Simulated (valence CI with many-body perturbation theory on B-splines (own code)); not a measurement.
Pb59+: magnetic and hyperfine properties of the levels

Computed by configuration interaction combined with many-body perturbation theory (CI+MBPT): five valence electrons over a frozen Dirac-Fock core [Ar], a basis of 7 s, 7 p, 8 d, 6 f, 4 g, 1 h functions for each j, with the one-electron correlation potential Σ1, the two-electron term Σ2, the three-electron term Σ3, Breit, model QED; selected CI, second order for the rest (own B-spline code, finite nucleus).

No measured spectrum was set against this ion. As an estimate, large intervals hold to a few tenths of a per cent, small ones and those within an open d or f shell to about a per cent. The list stops below the first excitations out of the core. Only levels of the ground parity were solved; by the run's estimate the other parity begins above the list, which can be wrong where configurations are misplaced.

A/g_I is the dipole constant over the nuclear g factor μ/I (μ in nuclear magnetons, uniformly magnetised nucleus), B/Q the quadrupole constant per barn. Both hold the static response of the core; the bare values leave it out. Large factors of s and p1/2 electrons are usually good to 5 to 10 %; those of open d and f shells near neutrality can be off by tens of per cent, and small factors of p3/2, d and f electrons come from cancelling terms and can be off by a factor of two or in sign, in half-filled shells by more. B is blank for J = 1/2, where it vanishes, and for nearly pure S terms. Energies count from the lowest level.

Levels are named by their leading jj configuration (3d3/2^4 stands for four electrons in 3d with j = 3/2), which in mixed levels can hold well under half, so a name can repeat and another be missing. Letters in brackets count levels of one name in rising energy.

| Level | E (cm⁻¹) | g | A/g_I (MHz) | A/g_I bare | B/Q (MHz/b) | B/Q bare |
| --- | --- | --- | --- | --- | --- | --- |
| (3d3/2^4 3d5/2) J=5/2 | 0 | 1.243 | 53900 | 55200 | 106000 | 107000 |
| (3d3/2^3 3d5/2^2) J=5/2 [a] | 818530 | 1.319 | 31600 | 33200 | 36500 | 36600 |
| (3d3/2^3 3d5/2^2) J=7/2 [a] | 920820 | 1.157 | 62600 | 63500 | 112000 | 113000 |
| (3d3/2^3 3d5/2^2) J=11/2 | 928610 | 1.089 | 81800 | 82400 | -6700 | -7060 |
| (3d3/2^3 3d5/2^2) J=3/2 [a] | 941620 | 1.123 | 81800 | 82600 | 92400 | 93100 |
| (3d3/2^3 3d5/2^2) J=9/2 | 984990 | 1.124 | 72600 | 73400 | 115000 | 116000 |
| (3d3/2^3 3d5/2^2) J=5/2 [b] | 1023700 | 1.121 | 74800 | 75600 | -10100 | -10100 |
| (3d3/2^3 3d5/2^2) J=7/2 [b] | 1062100 | 1.061 | 89000 | 89600 | -125000 | -126000 |
| (3d3/2^3 3d5/2^2) J=1/2 | 1067300 | 1.743 | -43200 | -39800 |  |  |
| (3d3/2^3 3d5/2^2) J=3/2 [b] | 1234800 | 0.801 | 141000 | 141000 | -125000 | -126000 |
| (3d3/2^2 3d5/2^3) J=5/2 [a] | 1728400 | 1.322 | 22300 | 23800 | 4940 | 4990 |
| (3d3/2^2 3d5/2^3) J=11/2 | 1809400 | 1.087 | 79300 | 79900 | 1360 | 1390 |
| (3d3/2^2 3d5/2^3) J=7/2 [a] | 1810200 | 1.205 | 53000 | 54000 | -3450 | -3480 |
| (3d3/2^2 3d5/2^3) J=9/2 [a] | 1829300 | 1.137 | 68400 | 69200 | -8330 | -8400 |
| (3d3/2^2 3d5/2^3) J=13/2 | 1852500 | 1.062 | 85700 | 86200 | -74.0 | -63.5 |
| (3d3/2^2 3d5/2^3) J=1/2 [a] | 1882300 | 0.416 | 235000 | 233000 |  |  |
| (3d3/2^2 3d5/2^3) J=3/2 [a] | 1892200 | 1.154 | 66300 | 67200 | 1980 | 1960 |
| (3d3/2^2 3d5/2^3) J=5/2 [b] | 1899200 | 1.019 | 95000 | 95300 | -7870 | -7900 |
| (3d3/2^2 3d5/2^3) J=9/2 [b] | 1946000 | 1.092 | 78700 | 79300 | 2040 | 2060 |
| (3d3/2^2 3d5/2^3) J=7/2 [b] | 1968000 | 0.976 | 105000 | 106000 | -2080 | -2100 |
| (3d3/2^2 3d5/2^3) J=3/2 [b] | 1990500 | 0.856 | 131000 | 131000 | 7390 | 7500 |
| (3d3/2^2 3d5/2^3) J=5/2 [c] | 1992500 | 1.045 | 88900 | 89400 | 7540 | 7560 |
| (3d3/2^2 3d5/2^3) J=7/2 [c] | 2050700 | 1.023 | 95300 | 95600 | 2040 | 2050 |
| (3d3/2^2 3d5/2^3) J=1/2 [b] | 2053100 | 1.738 | -61500 | -58300 |  |  |
| (3d3/2^2 3d5/2^3) J=9/2 [c] | 2132700 | 1.101 | 76800 | 77500 | 25800 | 26100 |
| (3d3/2^2 3d5/2^3) J=3/2 [c] | 2276300 | 1.173 | 61400 | 62400 | -21700 | -21900 |

Problem. Take the isotope of mass number 207, with I = 1/2, μ = 0.5906 μN. What is the hyperfine structure of (3d3/2^3 3d5/2^2) J=9/2?

Solution. From the table A = 85800 MHz. Shifts from the centre of gravity in MHz: F = 4: -236000, F = 5: 193000.
